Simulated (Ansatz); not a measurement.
Consider the substitution at a C–C bond: `C=CC(C)C` + `NB(N)O` → `CC(C)OB(N)N` + `C=C`.

Computed with Ansatz on PBE0-D4/def2-TZVP structures; ΔE is electronic, products minus reactants. CCSD(T)/CBS adds triple-zeta CCSD(T) − MP2 to the extrapolated MP2 energy (def2 sets, frozen cores). This one scheme is used for every species. DFT in def2-TZVPP. B3LYP here is the variant with VWN-RPA as its local correlation; programs differ in this. Each species was taken in one conformer, which may not be the lowest.

`C=CC(C)C`:

```xyz
15

C    -0.791   -0.821   -1.750
C    -0.005    0.114   -1.234
C     0.545    0.160    0.159
C     0.147    1.474    0.831
C     0.155   -1.031    1.015
H    -1.143   -0.754   -2.773
H    -1.113   -1.686   -1.180
H     0.277    0.958   -1.862
H     1.640    0.166    0.063
H     0.447    2.336    0.230
H     0.617    1.568    1.813
H    -0.937    1.522    0.966
H     0.476   -1.974    0.565
H    -0.929   -1.076    1.156
H     0.614   -0.958    2.003
```

`NB(N)O`:

Cartesian coordinates in Å:
```
N -0.017 -0.389 -1.191
B 0.051 -0.109 0.202
N -0.250 1.172 0.721
O 0.416 -1.074 1.125
H 0.192 -1.285 -1.589
H -0.279 0.296 -1.874
H -0.199 1.357 1.705
H -0.525 1.959 0.165
H 0.610 -1.926 0.736
```

`CC(C)OB(N)N`:

Cartesian coordinates in Å:
```
C -0.890 -1.822 -1.069
C -0.044 -0.912 -0.203
C 1.433 -1.020 -0.537
O -0.498 0.410 -0.401
B -0.334 1.410 0.536
N 0.274 1.185 1.801
N -0.812 2.691 0.162
H -0.771 -1.553 -2.121
H -1.945 -1.725 -0.808
H -0.592 -2.865 -0.941
H -0.199 -1.202 0.847
H 1.796 -2.038 -0.372
H 2.024 -0.338 0.078
H 1.596 -0.760 -1.586
H 0.603 0.290 2.109
H 0.346 1.899 2.502
H -1.236 2.841 -0.734
H -0.753 3.508 0.738
```

`C=C`:

```xyz
6

C    -0.285   -0.069    0.593
C     0.285    0.069   -0.593
H    -0.843   -0.961    0.857
H    -0.218    0.705    1.350
H     0.843    0.961   -0.857
H     0.218   -0.705   -1.350
```

```
             level  ΔE (kJ/mol)  difference from CCSD(T)/CBS
            PBE-D4         40.4                         -1.6
         r2SCAN-D4         38.6                         -3.4
           PBE0-D4         42.4                          0.4
          B3LYP-D4         34.9                         -7.1
           ωB97X-V         35.9                         -6.1
           ωB97M-V         37.9                         -4.1
            B2PLYP         38.5                         -3.5
               PBE         41.1                         -0.9
            r2SCAN         39.3                         -2.7
              PBE0         43.2                          1.2
             B3LYP         35.5                         -6.5
     HF/def2-TZVPP         32.2                         -9.8
    MP2/def2-TZVPP         47.8                          5.8
SCS-MP2/def2-TZVPP         42.5                          0.5
   CCSD/def2-TZVPP         39.2                         -2.8
CCSD(T)/def2-TZVPP         39.2                         -2.8
     HF/def2-QZVPP         32.4                         -9.6
    MP2/def2-QZVPP         49.5                          7.5
SCS-MP2/def2-QZVPP         44.3                          2.3
      HF/CBS(def2)         32.5                         -9.5
     MP2/CBS(def2)         50.6                          8.6
    CCSD/CBS(def2)         42.0                          0.0
       CCSD(T)/CBS         42.0                            0
```

Largest T1 diagnostic among the species: 0.011.

In def2-TZVPP, CCSD(T) changes the Hartree–Fock value by +7.0 kJ/mol (the triples alone add +0.0 kJ/mol) and MP2 by +15.6 kJ/mol.
